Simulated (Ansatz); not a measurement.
Start from `CO[SiH2]S[SiH2]F` and change one atom or group to get `F[SiH2]S[SiH2]Cl`.

Ansatz, PBE0-D4/def2-TZVP geometries, multiplicity 1. Each molecule was computed in one conformer, which needn't be the lowest.

```json
{"property": "HOMO–LUMO gap (ωB97M-V/def2-TZVPP) / eV", "`CO[SiH2]S[SiH2]F`": "11.29"}
{"property": "LUMO energy (PBE0/def2-TZVPP) / eV", "`CO[SiH2]S[SiH2]F`": "-0.39"}
{"property": "size of the dipole moment (PBE/def2-TZVPP) / D", "`CO[SiH2]S[SiH2]F`": "1.22"}
{"property": "HOMO–LUMO gap (B3LYP/def2-TZVPP) / eV", "`CO[SiH2]S[SiH2]F`": "6.92"}
{"property": "LUMO energy (ωB97M-V/def2-TZVPP) / eV", "`CO[SiH2]S[SiH2]F`": "1.39"}
{"property": "LUMO energy (B3LYP/def2-TZVPP) / eV", "`CO[SiH2]S[SiH2]F`": "-0.56"}
```

Problem. Give the same properties after the change, and the shifts. (Best estimate.)

Solution. Ansatz gave: 
```tsv
property	`F[SiH2]S[SiH2]Cl`	shift
HOMO–LUMO gap (ωB97M-V/def2-TZVPP) / eV	11.77	0.48
LUMO energy (PBE0/def2-TZVPP) / eV	-0.48	-0.09
size of the dipole moment (PBE/def2-TZVPP) / D	0.12	-1.10
HOMO–LUMO gap (B3LYP/def2-TZVPP) / eV	7.34	0.42
LUMO energy (ωB97M-V/def2-TZVPP) / eV	1.34	-0.05
LUMO energy (B3LYP/def2-TZVPP) / eV	-0.65	-0.09
```

With PBE0 the HOMO falls by 0.53 eV and the LUMO falls by 0.09 eV, so the gap widens by about 0.44 eV. PBE moves the HOMO by -0.54 eV and ωB97M-V by -0.53 eV. Dipoles are sizes alone; their direction can turn.

B3LYP here is the variant with VWN-RPA as its local correlation; programs differ in this.
